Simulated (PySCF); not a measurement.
Job file and geometry (Å, from GFN2-xTB) of an NMR shielding run on `C=CB(O)O[SiH3]`, C$_{2}$H$_{7}$BO$_{2}$Si, GIAO PBE0/pcSseg-1 NMR shielding, non-relativistic, gas phase in PySCF; density fitting, a coarse starting grid and PySCF grid level 2 are the driver's defaults:

```
$ OMP_NUM_THREADS=1 python probes_run.py task.json out

{"job": {"kind": "nmr", "xc": "PBE0", "basis": "pcSseg-1"}, "charge": 0, "multiplicity": 1}
C      1.780267     0.290418    -1.167820
C      1.414412    -0.804793    -0.516036
B      0.061336    -0.982498     0.266799
O     -0.061663    -2.076019     1.050837
O     -0.960561    -0.109039     0.188442
Si    -1.666291     1.219711    -0.378940
H      2.722736     0.374094    -1.687398
H      1.142635     1.160238    -1.203678
H      2.094138    -1.647604    -0.499270
H     -0.896292    -2.150961     1.515670
H     -3.063720     1.060976     0.026281
H     -1.036205     2.378160     0.258884
H     -1.535180     1.287803    -1.836293
```

Problem. What does the program print?

Solution. 
```
coarse grid: 11400 points
cycle   1  E = -544.6754491200  dE =  7.225e-01  |g| = 8.997e-01  |ddm| = 3.157e+00
cycle   2  E = -544.5213550298  dE =  1.541e-01  |g| = 1.287e+00  |ddm| = 1.453e+00
cycle   3  E = -544.8198113679  dE = -2.985e-01  |g| = 9.730e-02  |ddm| = 9.551e-01
cycle   4  E = -544.8216182403  dE = -1.807e-03  |g| = 4.230e-02  |ddm| = 9.683e-02
cycle   5  E = -544.8220068614  dE = -3.886e-04  |g| = 1.414e-02  |ddm| = 3.379e-02
cycle   6  E = -544.8220490758  dE = -4.221e-05  |g| = 3.402e-03  |ddm| = 1.120e-02
cycle   7  E = -544.8220519140  dE = -2.838e-06  |g| = 5.492e-04  |ddm| = 2.882e-03
final grid: 105576 points
cycle   8  E = -544.8754077350  dE = -2.819e-05  |g| = 8.804e-03  |ddm| = 1.877e-02
cycle   9  E = -544.8753947773  dE =  1.296e-05  |g| = 1.230e-02  |ddm| = 1.265e-02
cycle  10  E = -544.8754228182  dE = -2.804e-05  |g| = 8.602e-04  |ddm| = 7.417e-03
cycle  11  E = -544.8754229741  dE = -1.559e-07  |g| = 1.963e-04  |ddm| = 7.561e-04
cycle  12  E = -544.8754229803  dE = -6.250e-09  |g| = 9.709e-05  |ddm| = 1.646e-04
cycle  13  E = -544.8754229819  dE = -1.592e-09  |g| = 2.093e-05  |ddm| = 6.729e-05
cycle  14  E = -544.8754229820  dE = -8.458e-11  |g| = 4.116e-06  |ddm| = 1.688e-05
converged SCF energy = -544.8754229820

GIAO shielding tensors (ppm)
atom      isotropic    diamagn.    paramagn.     s11        s22        s33       span
  0 C       43.556     256.607    -213.051    -83.716     47.684    166.700    250.416
  1 C       45.020     259.325    -214.305    -74.644     36.742    172.963    247.608
  2 B       78.210     195.284    -117.074     65.043     77.945     91.641     26.598
  3 O      203.064     386.095    -183.031    100.186    248.163    260.845    160.659
  4 O      255.829     398.564    -142.735    149.837    261.003    356.646    206.809
  5 Si     395.780     880.045    -484.265    356.451    368.055    462.834    106.384
  6 H       25.273      29.179      -3.906     22.822     24.803     28.194      5.372
  7 H       25.533      34.400      -8.867     22.590     24.922     29.087      6.496
  8 H       25.318      30.744      -5.425     23.153     24.492     28.310      5.157
  9 H       27.516      31.694      -4.178     22.023     24.152     36.372     14.349
 10 H       26.493      28.960      -2.467     22.623     25.211     31.645      9.022
 11 H       26.432      30.094      -3.662     23.472     24.719     31.106      7.633
 12 H       26.407      29.902      -3.495     23.331     25.156     30.735      7.404
```

Size and cost of the density-fitted run: 144 basis functions, 13 s wall time on 1 thread of an Arm Neoverse V2, shared host; peak memory 0.7 GiB.
